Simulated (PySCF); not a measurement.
PySCF input (HF/def2-TZVPD):

```python
from pyscf import gto, scf, dft

mol = gto.M(
    atom='''
    C    -0.57953066   -0.00171288   -0.00616437
    C     0.67202206    0.00198625    0.00714819
    H     1.75324261    0.00518195    0.01864896
    H    -1.15674222    0.93590400   -0.02445489
    H    -1.15144876   -0.94272618   -0.00009696
    ''',
    basis='def2-tzvpd',
    charge=1,
    spin=0,
    verbose=4,
)

mf = scf.RHF(mol).density_fit(auxbasis='def2-universal-jkfit')
mf.conv_tol = 1e-9
mf.max_cycle = 100
mf.max_memory = 1500
mf.kernel()
if not mf.converged:
    mf = mf.newton()
    mf.kernel(mf.make_rdm1())
mf.analyze()
```

End of the output:

```
Extra cycle  E= -77.116650037769  delta_E= -1.15e-12  |g|= 3.49e-07  |ddm|= 6.29e-06
converged SCF energy = -77.116650037769
**** SCF Summaries ****
Total Energy =                         -77.116650037768991
Nuclear Repulsion Energy =              29.004514559808499
One-electron Energy =                 -155.821471598865543
Two-electron Energy =                   49.700307001288053
Two-electron Coulomb Energy =           60.786749428893295
DFT Exchange-Correlation Energy =      -11.086442427605242
HOMO-LUMO gap [eV] =                    13.527786331077124
**** MO energy ****
MO #1   energy= -11.6324711001718  occ= 2
MO #2   energy= -11.546491758803   occ= 2
MO #3   energy= -1.37305149609159  occ= 2
MO #4   energy= -1.08280963961427  occ= 2
MO #5   energy= -0.952327482224021 occ= 2
MO #6   energy= -0.893013573037152 occ= 2
MO #7   energy= -0.730263917087324 occ= 2
MO #8   energy= -0.233126934754473 occ= 0
MO #9   energy= -0.124459429880542 occ= 0
MO #10  energy= -0.0997620804691124 occ= 0
MO #11  energy= -0.0758589292888594 occ= 0
MO #12  energy= -0.0236840239002563 occ= 0
MO #13  energy= -0.0218031230279594 occ= 0
MO #14  energy= 0.00742365039151057 occ= 0
MO #15  energy= 0.0286796003322177 occ= 0
MO #16  energy= 0.0431087321433505 occ= 0
MO #17  energy= 0.0506864938731583 occ= 0
MO #18  energy= 0.0713420397066944 occ= 0
MO #19  energy= 0.0991354950603195 occ= 0
MO #20  energy= 0.1088925075494    occ= 0
MO #21  energy= 0.116172636798077  occ= 0
MO #22  energy= 0.12705898884399   occ= 0
MO #23  energy= 0.146929742865663  occ= 0
MO #24  energy= 0.159194284407855  occ= 0
MO #25  energy= 0.162412215705201  occ= 0
MO #26  energy= 0.179850871070707  occ= 0
MO #27  energy= 0.221793976280079  occ= 0
MO #28  energy= 0.223939511347605  occ= 0
MO #29  energy= 0.235995501528088  occ= 0
MO #30  energy= 0.267467656639003  occ= 0
MO #31  energy= 0.288953979442126  occ= 0
MO #32  energy= 0.293325274489633  occ= 0
MO #33  energy= 0.302153728832885  occ= 0
MO #34  energy= 0.331448709176592  occ= 0
MO #35  energy= 0.3448570882836    occ= 0
MO #36  energy= 0.374791307310701  occ= 0
MO #37  energy= 0.405048018728763  occ= 0
MO #38  energy= 0.462214793496337  occ= 0
MO #39  energy= 0.48820227412804   occ= 0
MO #40  energy= 0.505108710410297  occ= 0
MO #41  energy= 0.522596158412035  occ= 0
MO #42  energy= 0.614143108875555  occ= 0
MO #43  energy= 0.622614557702727  occ= 0
MO #44  energy= 0.630443857853692  occ= 0
MO #45  energy= 0.667243291725431  occ= 0
MO #46  energy= 0.740873959365299  occ= 0
MO #47  energy= 0.781870211173885  occ= 0
MO #48  energy= 0.790280054560722  occ= 0
MO #49  energy= 0.893913146375624  occ= 0
MO #50  energy= 0.972328889145761  occ= 0
MO #51  energy= 1.01516776279816   occ= 0
MO #52  energy= 1.03806294210871   occ= 0
MO #53  energy= 1.07476367970579   occ= 0
MO #54  energy= 1.12411508233261   occ= 0
MO #55  energy= 1.43631075236229   occ= 0
MO #56  energy= 1.46127848538054   occ= 0
MO #57  energy= 1.62537049802587   occ= 0
MO #58  energy= 1.69822434701803   occ= 0
MO #59  energy= 1.76169051936072   occ= 0
MO #60  energy= 1.76311197047122   occ= 0
MO #61  energy= 1.80262099229325   occ= 0
MO #62  energy= 1.87626307244919   occ= 0
MO #63  energy= 1.88099070901119   occ= 0
MO #64  energy= 1.92465609294411   occ= 0
MO #65  energy= 1.92895281837294   occ= 0
MO #66  energy= 2.00698952098594   occ= 0
MO #67  energy= 2.13037611884987   occ= 0
MO #68  energy= 2.30036542375737   occ= 0
MO #69  energy= 2.33387855672091   occ= 0
MO #70  energy= 2.40734010378723   occ= 0
MO #71  energy= 2.55968611030191   occ= 0
MO #72  energy= 2.58558281189548   occ= 0
MO #73  energy= 2.62138641329161   occ= 0
MO #74  energy= 2.68001965236542   occ= 0
MO #75  energy= 2.73444002487991   occ= 0
MO #76  energy= 2.73728332055315   occ= 0
MO #77  energy= 2.74336543320849   occ= 0
MO #78  energy= 2.76101241432031   occ= 0
MO #79  energy= 2.98932861297479   occ= 0
MO #80  energy= 2.99379066743152   occ= 0
MO #81  energy= 3.03258030992852   occ= 0
MO #82  energy= 3.08341890471451   occ= 0
MO #83  energy= 3.12556059016807   occ= 0
MO #84  energy= 3.18758973305729   occ= 0
MO #85  energy= 3.20463078556973   occ= 0
MO #86  energy= 3.24624508056616   occ= 0
MO #87  energy= 3.29158437323958   occ= 0
MO #88  energy= 3.2972679696494    occ= 0
MO #89  energy= 3.66844178623791   occ= 0
MO #90  energy= 3.71282333129752   occ= 0
MO #91  energy= 3.78463656825923   occ= 0
MO #92  energy= 3.81014690291489   occ= 0
MO #93  energy= 3.99352556569884   occ= 0
MO #94  energy= 4.2363118923186    occ= 0
MO #95  energy= 4.65139680863678   occ= 0
MO #96  energy= 4.69161955616219   occ= 0
MO #97  energy= 4.72863028330443   occ= 0
MO #98  energy= 4.85449980239176   occ= 0
MO #99  energy= 5.29093287542439   occ= 0
MO #100 energy= 23.030620663269    occ= 0
MO #101 energy= 23.5306331497196   occ= 0
 ** Mulliken pop on meta-lowdin orthogonal AOs  **
 ** Mulliken pop  **
pop of  0 C 1s            1.99998
pop of  0 C 2s            1.00456
pop of  0 C 3s            0.00563
pop of  0 C 4s            0.00221
pop of  0 C 5s            0.00057
pop of  0 C 6s            0.00015
pop of  0 C 2px           1.08177
pop of  0 C 2py           1.18421
pop of  0 C 2pz           0.80757
pop of  0 C 3px           0.00788
pop of  0 C 3py           0.00350
pop of  0 C 3pz           0.00011
pop of  0 C 4px           0.00200
pop of  0 C 4py           0.00220
pop of  0 C 4pz           0.00020
pop of  0 C 3dxy          0.00051
pop of  0 C 3dyz          0.00000
pop of  0 C 3dz^2         0.00409
pop of  0 C 3dxz          0.00364
pop of  0 C 3dx2-y2       0.00536
pop of  0 C 4dxy          0.00028
pop of  0 C 4dyz          0.00000
pop of  0 C 4dz^2         0.00017
pop of  0 C 4dxz          0.00018
pop of  0 C 4dx2-y2       0.00023
pop of  0 C 5dxy          0.00014
pop of  0 C 5dyz          0.00000
pop of  0 C 5dz^2         0.00037
pop of  0 C 5dxz          0.00010
pop of  0 C 5dx2-y2       0.00056
pop of  0 C 4f-3          0.00024
pop of  0 C 4f-2          0.00000
pop of  0 C 4f-1          0.00079
pop of  0 C 4f+0          0.00031
pop of  0 C 4f+1          0.00048
pop of  0 C 4f+2          0.00003
pop of  0 C 4f+3          0.00148
pop of  1 C 1s            1.99999
pop of  1 C 2s            1.07652
pop of  1 C 3s            0.00799
pop of  1 C 4s            0.00127
pop of  1 C 5s            0.00070
pop of  1 C 6s            0.00020
pop of  1 C 2px           1.21498
pop of  1 C 2py           0.15015
pop of  1 C 2pz           1.18340
pop of  1 C 3px           0.00676
pop of  1 C 3py           0.00339
pop of  1 C 3pz           0.00017
pop of  1 C 4px           0.00243
pop of  1 C 4py           0.00011
pop of  1 C 4pz           0.00019
pop of  1 C 3dxy          0.00012
pop of  1 C 3dyz          0.00000
pop of  1 C 3dz^2         0.00115
pop of  1 C 3dxz          0.00254
pop of  1 C 3dx2-y2       0.00495
pop of  1 C 4dxy          0.00048
pop of  1 C 4dyz          0.00000
pop of  1 C 4dz^2         0.00013
pop of  1 C 4dxz          0.00022
pop of  1 C 4dx2-y2       0.00031
pop of  1 C 5dxy          0.00034
pop of  1 C 5dyz          0.00000
pop of  1 C 5dz^2         0.00036
pop of  1 C 5dxz          0.00012
pop of  1 C 5dx2-y2       0.00078
pop of  1 C 4f-3          0.00000
pop of  1 C 4f-2          0.00000
pop of  1 C 4f-1          0.00001
pop of  1 C 4f+0          0.00042
pop of  1 C 4f+1          0.00165
pop of  1 C 4f+2          0.00029
pop of  1 C 4f+3          0.00217
pop of  2 H 1s            0.70887
pop of  2 H 2s            0.01191
pop of  2 H 3s            0.00525
pop of  2 H 2px           0.00211
pop of  2 H 2py           0.00020
pop of  2 H 2pz           0.00002
pop of  2 H 3px           0.00137
pop of  2 H 3py           0.00048
pop of  2 H 3pz           0.00019
pop of  3 H 1s            0.72464
pop of  3 H 2s            0.00813
pop of  3 H 3s            0.00332
pop of  3 H 2px           0.00210
pop of  3 H 2py           0.00135
pop of  3 H 2pz           0.00000
pop of  3 H 3px           0.00143
pop of  3 H 3py           0.00081
pop of  3 H 3pz           0.00012
pop of  4 H 1s            0.72464
pop of  4 H 2s            0.00813
pop of  4 H 3s            0.00332
pop of  4 H 2px           0.00209
pop of  4 H 2py           0.00136
pop of  4 H 2pz           0.00000
pop of  4 H 3px           0.00144
pop of  4 H 3py           0.00081
pop of  4 H 3pz           0.00012
 ** Mulliken atomic charges  **
charge of    0C =     -0.12151
charge of    1C =      0.33569
charge of    2H =      0.26961
charge of    3H =      0.25810
charge of    4H =      0.25810

WARN: System has nonzero charge 1; the dipole moment is origin-dependent.
Location of origin: [0. 0. 0.]

Dipole moment(X, Y, Z, Debye):  0.76028,  0.00225,  0.00809
```

It need not be the lowest isomer of its formula.
